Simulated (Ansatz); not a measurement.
Program: Ansatz. Geometries: PBE0-D4/def2-TZVP. ΔE: electronic, gas phase. CCSD(T)/CBS adds triple-zeta CCSD(T) − MP2 to the extrapolated MP2 energy (def2 sets, frozen cores). Functionals use def2-TZVPP. B3LYP here is the variant with VWN-RPA as its local correlation; programs differ in this. Each species was taken in one conformer, which may not be the lowest.

`N[SiH2]C(F)[SiH3]` + `[OH][Al]([F])[F]` → `[F][Al]([F])[O][SiH3]` + `N[SiH2]CF`  (ligand exchange at the Si–C bond)

`N[SiH2]C(F)[SiH3]`:

Z-matrix (Å, degrees):
```
Si
C 1 1.898
N 1 1.712 2 116.0
H 1 1.488 2 105.8 3 120.5
H 1 1.485 2 107.0 3 -120.3
Si 2 1.891 1 115.4 3 -56.7
F 2 1.412 1 108.6 3 65.5
H 2 1.100 1 108.1 3 -178.2
H 3 1.007 1 121.2 2 72.8
H 3 1.007 1 120.1 2 -74.5
H 6 1.488 2 108.0 1 -61.8
H 6 1.486 2 110.3 1 57.3
H 6 1.485 2 110.7 1 178.2
```

`[OH][Al]([F])[F]`:

Z-matrix (Å, degrees):
```
Al
O 1 1.674
F 1 1.638 2 122.4
F 1 1.633 2 119.1 3 180.0
H 2 0.955 1 123.7 3 -0.0
```

`[F][Al]([F])[O][SiH3]`:

```xyz
8

F     1.243    2.305    1.514
Al    0.674    0.773    1.511
F     0.721   -0.062    2.915
O     0.071    0.088    0.129
Si   -0.538   -0.615   -1.210
H    -1.224    0.406   -2.043
H    -1.513   -1.668   -0.826
H     0.566   -1.228   -1.991
```

`N[SiH2]CF`:

```xyz
10

N     0.257   -1.439   -0.689
Si    0.007   -0.369    0.630
C    -0.013    1.390   -0.060
F    -1.037    1.497   -1.007
H     0.523   -2.396   -0.519
H    -0.357   -1.376   -1.486
H    -1.261   -0.563    1.394
H     1.145   -0.519    1.577
H    -0.193    2.138    0.719
H     0.930    1.636   -0.559
```

| level | ΔE (kJ/mol) |
| --- | --- |
| r2SCAN-D4 | -112.7 |
| B3LYP-D4 | -116.7 |
| HF/def2-TZVPP | -150.9 |
| SCS-MP2/def2-QZVPP | -126.3 |

Question: What does CCSD(T)/CBS give? (Best estimate.)

Answer: Computed: -116.9 kJ/mol. The listed levels differ from it by 4.2, 0.2, -34.0, -9.4 kJ/mol.

Largest T1 diagnostic among the species: 0.013.

The D4 term adds +6.5 kJ/mol with B3LYP and +3.7 kJ/mol with PBE0; it sums over pairs of atoms, weighted by their polarisabilities, and B3LYP, whose exchange is more repulsive, gets the larger term. In def2-TZVPP, CCSD(T) changes the Hartree–Fock value by +32.6 kJ/mol (the triples alone add +5.3 kJ/mol) and MP2 by +30.7 kJ/mol.
